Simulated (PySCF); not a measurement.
Computed shifts of a molecule H₉N₃Si₂, PySCF with PBE0/pcSseg-1, GIAO, gas phase, equivalent atoms averaged, in ppm (number of nuclei): ¹⁵N: 49.7 (1), 24.5 (2). ²⁹Si: -38.8 (2). ¹H: 5.24 (2), 5.02 (2), 0.92 (1), 0.80 (2), 0.57 (2). References: ¹⁵N against NH3 (σ = 267.4 ppm); ²⁹Si against TMS (σ = 352.7 ppm); ¹H against TMS (σ = 31.56 ppm), references at their B3LYP-D3(BJ)/def2-TZVP geometries, non-relativistic. The structure is a stationary point at B3LYP-D3(BJ)/def2-SVP. The values are those of a single conformer.

**Question.** Which structure fits?
(A) N[Si](N)(N)[SiH3]
(B) N[SiH](N)N[SiH3]
(C) N[SiH2][SiH](N)N
(D) N[SiH2]N[SiH2]N

**Answer.** D, N[SiH2]N[SiH2]N
